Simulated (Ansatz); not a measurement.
Input for Ansatz (a quantum-chemistry and plane-wave program): U-PBE/aug-cc-pV(T+d)Z on BeClF (SMILES [F][Be][Cl]), a point of a bond scan (R = 2.443 Å). Files ending in .json are basis or fitting sets from the Basis Set Exchange.

Ansatz 0.2 input:
```yaml
crystal:
  periodic: [false, false, false]
  atoms:
    - {symbol: Be, position_ang: [-0.00000000, -0.00000000, -0.61301342]}
    - {symbol: F, position_ang: [-0.00000000, -0.00000000, -1.98830246]}
    - {symbol: Cl, position_ang: [0.00000000, 0.00000000, 1.83032808]}
basis:
  gaussian:
    orbitals: aug-cc-pV_T+d_Z.json
hamiltonian:
  xc: {name: PBE}
magnetization: {spin_polarized: true, initial_magnetization: 0}
```

The log:

```
WARN ansatz: RAYON_NUM_THREADS=1 ignored (pool sized by the plan → 1); use --threads N
Functional definition: PBE
integrals: 0.05 GiB planned
770 factors; their error is unknown
mean field: 0.52 GiB planned
mean field evaluation 1: about -15632.9039 eV, gradient 3.3e1 eV
mean field evaluation 2: about -15606.8107 eV, gradient 9.2e1 eV
mean field evaluation 4: about -15636.6400 eV, gradient 2.7e0 eV
mean field evaluation 8: about -15636.6286 eV, gradient 1.9e-1 eV
mean field -15636.62862591 eV, -574.6355031147 hartree, gradient 3.6e-5 eV, S^2 0.000000; 0 other end points of the search recorded, 0 dependent functions left out
reference -15636.62867483 eV, -574.6355049123 hartree; 15, 15 occupied and 132, 132 virtual orbitals, 770 factors
Total energy: -15636.62867483 eV, -574.6355049123 hartree
```

The calculation finished and met its thresholds.

Cost: roughly 5 core-seconds.
